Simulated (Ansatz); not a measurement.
Stepwise reaction of `N#C[Si](F)(C#N)C#N` with hydrogen fluoride, as a gas-phase model of exchange steps in deposition or etching. ΔE in kJ/mol; ΔG adds harmonic PBE0-D4 terms to CCSD(T)/CBS, at 1 bar.

Isolated molecules relaxed with PBE0-D4/def2-TZVP in Ansatz; ΔE leaves out vibrations. CCSD(T)/CBS is the MP2 limit (def2-TZVPP, def2-QZVPP) plus CCSD(T) − MP2 in def2-TZVPP, frozen cores. This one scheme is used for every species. DFT in def2-TZVPP. B3LYP here is the variant with VWN-RPA as its local correlation; programs differ in this.

| step | reaction | PBE-D4 | B3LYP-D4 | ωB97M-V | CCSD(T)/CBS | ΔG(400 K) |
| --- | --- | --- | --- | --- | --- | --- |
| 2 | `N#C[Si](F)(F)C#N` + H–F → `N#C[Si](F)(F)F` + `C#N` | -119.2 | -129.7 | -132.7 | -129.4 | -126.5 |
| 3 | `N#C[Si](F)(F)F` + H–F → `F[Si](F)(F)F` + `C#N` | -111.4 | -122.4 | -124.8 | -123.5 | -117.6 |

Problem. Give the row of step 1, `N#C[Si](F)(C#N)C#N` + H–F → `N#C[Si](F)(F)C#N` + `C#N`. (Best estimate.)

Solution. The calculation gave: 
```csv
step,reaction,PBE-D4,B3LYP-D4,ωB97M-V,CCSD(T)/CBS,ΔG(400 K)
1,`N#C[Si](F)(C#N)C#N` + H–F → `N#C[Si](F)(F)C#N` + `C#N`,-118.0,-129.0,-131.8,-126.9,-126.8
```

Problem. By hand: ΔE of the 3 steps together at CCSD(T)/CBS.

Solution. (-126.9) + (-129.4) + (-123.5) = -379.8 kJ/mol, or -126.6 kJ/mol a step.

In ΔE step 2 is the lowest and step 3 the highest. All are downhill at CCSD(T)/CBS. ΔG lies between -126.8 and -117.6 kJ/mol a step. PBE-D4 differs from CCSD(T)/CBS by 8.9 to 12.1 kJ/mol a step. Isolated molecules leave out the surface, adducts and barriers. Largest T1 diagnostic: 0.014.
